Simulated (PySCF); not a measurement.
PySCF input file for Ta(F)4(SH) (F4HSTa), SMILES [F][Ta]([F])([F])([SH])[F], multiplicity 1, PBE-D3(BJ)/def2-SVP. The structure is a stationary point at PBE-D3(BJ)/def2-SVP. The spin state was assumed, not searched. The structure was generated by enumeration; whether it is a known compound was not checked. The def2 effective core potentials stand for the cores of Ta; spin–orbit coupling is left out. One conformer was computed; it need not be the lowest.

```python
import numpy as np
from pyscf import gto, scf, dft, df
from pyscf.hessian import thermo

mol = gto.M(
    atom='''
    Ta   -0.00184615   -0.21536287    0.00000000
    F     1.89358203   -0.09843209    0.00000000
    F    -1.88986948   -0.07349253    0.00000000
    F     0.00054857   -1.10299569   -1.65306067
    F     0.00054857   -1.10299570    1.65306067
    S    -0.07427043    2.17401665   -0.00000000
    H     1.27980893    2.33846696    0.00000000
    ''',
    basis='def2-SVP',
    ecp={'Ta': 'def2-svp'},
    charge=0,
    spin=0,
    max_memory=1600,
    verbose=3,
)
mf = dft.RKS(mol, xc='pbe').density_fit(auxbasis='def2-universal-jkfit')
mf.disp = 'd3bj'
mf.grids.level = 3
mf.conv_tol = 1e-11
mf.max_cycle = 100
mf.kernel()

# [left out here: the lines that compute and print the analytic Hessian (its translational invariance restored by hand, since the grid's response is missing), thermochemistry and intensities]
```

Program output:

```
converged SCF energy = -854.569235562959

WARN: DFTD3 does not support analytical Hessian, using finite difference


WARN: Mole.unit (angstrom) is changed to Bohr

Mode                                 0                   1                   2
Irrep
Freq [cm^-1]                       87.4001            114.1717            163.8370
Reduced mass [au]                  15.9556             18.8593             24.1454
Force const [Dyne/A]                0.0718              0.1448              0.3819
Char temp [K]                     125.7492            164.2677            235.7250
Normal mode                   x     y     z       x     y     z       x     y     z
       0  Ta                 0.00  0.00 -0.00    0.00 -0.01 -0.00   -0.00 -0.00  0.03
       1   F                -0.00  0.00 -0.10   -0.01  0.13  0.00   -0.00  0.00 -0.11
       2   F                 0.00  0.00 -0.11    0.01  0.13  0.00    0.00  0.00 -0.11
       3   F                -0.00 -0.08  0.04   -0.00 -0.09  0.04   -0.00  0.08 -0.00
       4   F                 0.00  0.08  0.04   -0.00 -0.09 -0.04    0.00 -0.08 -0.00
       5   S                -0.00  0.00  0.09   -0.00  0.00 -0.00    0.00 -0.00 -0.06
       6   H                -0.00  0.00  0.13   -0.01  0.04 -0.00    0.00 -0.00 -0.03
Mode                                 3                   4                   5
Irrep
Freq [cm^-1]                      175.2942            181.6155            231.4138
Reduced mass [au]                  17.0311             21.0836             17.9592
Force const [Dyne/A]                0.3083              0.4097              0.5667
Char temp [K]                     252.2093            261.3043            332.9530
Normal mode                   x     y     z       x     y     z       x     y     z
       0  Ta                -0.03  0.01  0.00   -0.01 -0.03 -0.00   -0.01  0.00 -0.00
       1   F                -0.03  0.05 -0.00   -0.02  0.09  0.00   -0.01 -0.11  0.00
       2   F                -0.03 -0.08 -0.00   -0.00  0.06  0.00   -0.01  0.10 -0.00
       3   F                 0.08 -0.03  0.02    0.03  0.09 -0.07    0.11 -0.00  0.00
       4   F                 0.08 -0.03 -0.02    0.03  0.09  0.07    0.11 -0.00 -0.00
       5   S                 0.09  0.02 -0.00    0.03 -0.04  0.00   -0.05 -0.00  0.00
       6   H                 0.11 -0.10  0.00    0.03 -0.06  0.00   -0.06  0.06  0.00
Mode                                 6                   7                   8
Irrep
Freq [cm^-1]                      235.4748            345.3750            374.5702
Reduced mass [au]                   6.6739              1.1753             17.2613
Force const [Dyne/A]                0.2180              0.0826              1.4269
Char temp [K]                     338.7958            496.9178            538.9231
Normal mode                   x     y     z       x     y     z       x     y     z
       0  Ta                -0.00  0.00  0.00   -0.00  0.00  0.00   -0.00  0.03  0.00
       1   F                 0.00 -0.00 -0.10    0.00  0.00  0.04    0.01  0.01 -0.00
       2   F                -0.00 -0.00  0.09   -0.00  0.00 -0.05   -0.01  0.00  0.00
       3   F                 0.12  0.00  0.00   -0.03 -0.00  0.00   -0.00 -0.01  0.02
       4   F                -0.12 -0.00  0.00    0.03  0.00  0.00   -0.00 -0.01 -0.02
       5   S                -0.00  0.00  0.01    0.00 -0.00  0.03    0.00 -0.16 -0.00
       6   H                -0.00  0.00 -0.32    0.00 -0.00 -0.92    0.01 -0.18  0.00
Mode                                 9                  10                  11
Irrep
Freq [cm^-1]                      627.2814            659.0637            674.6825
Reduced mass [au]                   1.4481              9.9729              4.2911
Force const [Dyne/A]                0.3357              2.5523              1.1509
Char temp [K]                     902.5182            948.2459            970.7179
Normal mode                   x     y     z       x     y     z       x     y     z
       0  Ta                 0.01  0.00 -0.00   -0.00  0.01 -0.00    0.03 -0.00  0.00
       1   F                -0.11 -0.00  0.00   -0.11 -0.01  0.00   -0.13 -0.01 -0.00
       2   F                -0.03 -0.01 -0.00    0.14 -0.01 -0.00   -0.13  0.01  0.00
       3   F                -0.00 -0.01 -0.01    0.00 -0.04 -0.08   -0.00  0.00  0.00
       4   F                -0.00 -0.01  0.01    0.00 -0.04  0.08   -0.00  0.00 -0.00
       5   S                 0.02 -0.03  0.00   -0.01  0.00  0.00   -0.01  0.01 -0.00
       6   H                -0.08  0.82  0.00    0.02 -0.23  0.00    0.05 -0.44 -0.00
Mode                                12                  13                  14
Irrep
Freq [cm^-1]                      691.6958            692.3998           2616.9774
Reduced mass [au]                  21.9415             17.9974              1.0379
Force const [Dyne/A]                6.1851              5.0836              4.1882
Char temp [K]                     995.1962            996.2091           3765.2478
Normal mode                   x     y     z       x     y     z       x     y     z
       0  Ta                -0.00 -0.00  0.03   -0.00 -0.01 -0.00    0.00  0.00 -0.00
       1   F                -0.00 -0.00 -0.00   -0.09 -0.01 -0.00    0.00 -0.00  0.00
       2   F                 0.00 -0.00 -0.00    0.10 -0.01  0.00   -0.00  0.00 -0.00
       3   F                 0.00 -0.07 -0.13    0.00  0.07  0.11   -0.00 -0.00 -0.00
       4   F                -0.00  0.07 -0.13    0.00  0.06 -0.11   -0.00 -0.00  0.00
       5   S                -0.00 -0.00 -0.00   -0.00 -0.00  0.00    0.03  0.00  0.00
       6   H                 0.00 -0.00 -0.00    0.00 -0.06  0.00   -0.97 -0.12 -0.00
temperature 298.1500 [K]
pressure 101325.00 [Pa]
Rotational constants [GHz] 2.09265 1.60235 1.44708
Symmetry number 1
Zero-point energy (ZPE) 0.01793 [Eh]   47080.547 [J/mol]
                           tot       elec      trans        rot        vib
Entropy [J/mol/K]       390.243      0.000    179.459    119.596     91.187
Cv [J/mol/K]            111.390      0.000     12.472     12.472     86.446
Cp [J/mol/K]            119.704      0.000     20.786     12.472     86.446
Internal energy [J/mol]                      3718.434   3718.434  61861.190
Internal energy [Eh]   -854.54284  -854.56924
Enthalpy [J/mol]                             6197.391   3718.434  61861.190
Enthalpy [Eh]          -854.54190
Gibbs free energy [J/mol]                  -47308.378 -31939.124  34673.694
Gibbs free energy [Eh] -854.58621
mode   freq/cm-1   IR/(km/mol)
   1       87.40         3.088
   2      114.17         8.252
   3      163.84        12.902
   4      175.29         5.421
   5      181.62        12.840
   6      231.41         8.621
   7      235.47         1.867
   8      345.38        17.480
   9      374.57        25.864
  10      627.28        70.187
  11      659.06        18.891
  12      674.68       136.085
  13      691.70       118.653
  14      692.40        62.398
  15     2616.98         4.153
max |gradient| / (hartree/bohr): 0.00036831961999503327
APT charges: [ 2.6717 -0.6362 -0.6306 -0.5697 -0.5697 -0.3522  0.0868]
```

The run converged.
